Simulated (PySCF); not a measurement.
## Calculated properties of `C=C[C@](F)(C#CC)C(C)C`

Compound: C9H13F.
Geometry (GFN2-xTB, Å), atoms numbered from 1 in this order:
```xyz
23
C9H13F angstrom
C      1.1656    2.6396   -0.6096
C      0.6748    1.4487   -0.8921
C      0.1743    0.4647    0.1347
F      0.2853    1.0202    1.4105
C      1.0189   -0.7228    0.0732
C      1.7466   -1.6751    0.0401
C      2.6008   -2.8385   -0.0166
C     -1.3118    0.1005   -0.1029
C     -2.1733    1.3603   -0.0609
C     -1.7815   -0.9132    0.9378
H      1.2285    2.9950    0.4049
H      1.5208    3.3015   -1.3806
H      0.6151    1.0796   -1.9068
H      3.6460   -2.5346    0.0294
H      2.4286   -3.3791   -0.9467
H      2.3855   -3.4989    0.8228
H     -1.3735   -0.3518   -1.0993
H     -3.2171    1.1059   -0.2287
H     -2.0849    1.8391    0.9119
H     -1.8603    2.0694   -0.8246
H     -1.1840   -1.8207    0.8834
H     -1.6847   -0.4943    1.9368
H     -2.8245   -1.1684    0.7664
```

Some functional groups and rings: alkyne, C=C double bond and C–F bond.

GFN2-xTB geometry:

| Property | Result |
| --- | --- |
| Point group of the GFN2-xTB geometry | C1 |
| Rotational constants A, B, C of the GFN2-xTB geometry | 1.691, 0.958, 0.720 GHz |

From PBE0/pcSseg-1 ground state and GIAO shieldings, non-relativistic (PySCF):

| Item | Value |
| --- | --- |
| Dipole moment | 2.09 D |
| HOMO energy | -7.36 eV |
| LUMO energy | 0.14 eV |
| HOMO–LUMO gap | 7.50 eV |
| Lowest Hirshfeld atomic charge | -0.13 e on C9/C10 |
| Highest Hirshfeld atomic charge | +0.12 e on C3 |
| 13C chemical shifts (computed TMS as zero) by class | 148.4 (C2), 119.9 (C1), 94.7 (C3), 93.9 (C6), 84.3 (C5), 41.7 (C8), 18.7 (C10), 17.8 (C9), 4.7 (C7) ppm |
| 1H chemical shifts (computed TMS as zero) by class | 5.89 (H13), 5.80 (H11), 5.54 (H12), 2.07 (H14/H15/H16), 1.62 (H17), 1.33 (H21/H22/H23), 1.03 (H18/H19/H20) ppm |
| Isotropic shieldings of nuclei other than C and H, by class | 380 (F4) ppm |
| Mayer bond orders between heavy atoms | C1–C2 1.98, C2–C3 1.01, C3–F4 0.86, C3–C5 0.95, C5–C6 2.52, C6–C7 1.24, C3–C8 0.95, C8–C9 1.04, C8–C10 1.03 |

Monoisotopic mass from the formula: 140.1001 u.

With B = h/(8π²I), that is 505.379 GHz u Å² over I, the principal moments of inertia are 298.8, 527.4 and 702.3 u Å² (most abundant isotopes); the inertial defect Ic − Ia − Ib is -123.9 u Å² (zero for a rigid planar frame, negative otherwise). The rotational constants make it an asymmetric top with κ = (2B − A − C)/(A − C) = -0.51, nearer the prolate limit (−1). A dipole of 2.09 D is allowed in C1, and pure rotational transitions are dipole-allowed. In atomic units the dipole is 0.82 e·bohr (1 au = 2.5417 D).

Geometry: GFN2-xTB, one conformer, isolated molecule. GFN2-xTB frequencies show an imaginary mode (26i cm⁻¹), so this geometry is no minimum at that level. NMR classes are plain means over equivalent atoms (diastereotopic ones count apart unless rotation or inversion swaps them), as if these changed places fast; in this geometry the members of some classes differ.
